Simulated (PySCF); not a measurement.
Multinuclear NMR of C7H14F2Si

Geometry:
```json
{"atom": "C1", "x (Å)": "-1.232", "y (Å)": "0.937", "z (Å)": "-1.119"}
{"atom": "C2", "x (Å)": "-1.158", "y (Å)": "-0.122", "z (Å)": "-0.012"}
{"atom": "C3", "x (Å)": "-2.251", "y (Å)": "-1.167", "z (Å)": "-0.274"}
{"atom": "C4", "x (Å)": "-1.412", "y (Å)": "0.513", "z (Å)": "1.361"}
{"atom": "C5", "x (Å)": "0.199", "y (Å)": "-0.789", "z (Å)": "-0.018"}
{"atom": "F6", "x (Å)": "0.111", "y (Å)": "-2.157", "z (Å)": "-0.045"}
{"atom": "C7", "x (Å)": "1.428", "y (Å)": "-0.282", "z (Å)": "0.008"}
{"atom": "Si8", "x (Å)": "2.030", "y (Å)": "1.510", "z (Å)": "0.088"}
{"atom": "C9", "x (Å)": "2.576", "y (Å)": "-1.254", "z (Å)": "-0.029"}
{"atom": "F10", "x (Å)": "3.720", "y (Å)": "-0.633", "z (Å)": "-0.476"}
{"atom": "H11", "x (Å)": "-0.510", "y (Å)": "1.731", "z (Å)": "-0.958"}
{"atom": "H12", "x (Å)": "-1.034", "y (Å)": "0.482", "z (Å)": "-2.087"}
{"atom": "H13", "x (Å)": "-2.228", "y (Å)": "1.373", "z (Å)": "-1.140"}
{"atom": "H14", "x (Å)": "-3.224", "y (Å)": "-0.682", "z (Å)": "-0.297"}
{"atom": "H15", "x (Å)": "-2.263", "y (Å)": "-1.922", "z (Å)": "0.509"}
{"atom": "H16", "x (Å)": "-2.092", "y (Å)": "-1.665", "z (Å)": "-1.228"}
{"atom": "H17", "x (Å)": "-2.397", "y (Å)": "0.973", "z (Å)": "1.377"}
{"atom": "H18", "x (Å)": "-1.374", "y (Å)": "-0.245", "z (Å)": "2.140"}
{"atom": "H19", "x (Å)": "-0.668", "y (Å)": "1.272", "z (Å)": "1.582"}
{"atom": "H20", "x (Å)": "1.031", "y (Å)": "2.398", "z (Å)": "0.687"}
{"atom": "H21", "x (Å)": "3.211", "y (Å)": "1.541", "z (Å)": "0.947"}
{"atom": "H22", "x (Å)": "2.335", "y (Å)": "1.943", "z (Å)": "-1.274"}
{"atom": "H23", "x (Å)": "2.391", "y (Å)": "-2.094", "z (Å)": "-0.707"}
{"atom": "H24", "x (Å)": "2.802", "y (Å)": "-1.641", "z (Å)": "0.972"}
```

- structure optimised with GFN2-xTB
- GIAO PBE0/pcSseg-1 shieldings
- run in PySCF 2.14.0 with density-fitted response routines
- one averaged value for each set of equivalent atoms, non-relativistic, isolated molecule, a single conformation

Problem. Where does ¹⁹F resonate?

Solution. 
| atoms | environment | σ (ppm) | δ (ppm) |
| --- | --- | --- | --- |
| F6 | vinylic fluorine | 233.2 | -64.4 |
| F10 | fluorine on an sp3 carbon | 425.7 | -223.6 |

Shieldings were converted by a linear fit to measured shifts: ¹⁹F (scatter 6.0 ppm rms, 7.0 ppm with the 5 outliers that the fit left out vs CFCl3, solution or neat liquid, with a term for F on sp3 carbon). A few per cent of atoms miss by over 2 rms, more outside the fitted compound classes.

On a 300 MHz spectrometer ¹⁹F resonates near 282.3 MHz, so 1 ppm is 282.3 Hz.

Problem. Where does ²⁹Si resonate?

Solution. 
```csv
atoms,environment,σ (ppm),δ (ppm)
Si8,"silicon bonded to C, 3 H",434.4,-77.0
```

Shieldings were converted by a linear fit to measured shifts: ²⁹Si (scatter 8.9 ppm rms, 25.8 ppm with the 6 outliers that the fit left out vs TMS, solution or neat liquid). A few per cent of atoms miss by over 2 rms, more outside the fitted compound classes.

On a 500 MHz spectrometer ²⁹Si resonates near 99.3 MHz, so 1 ppm is 99.3 Hz.
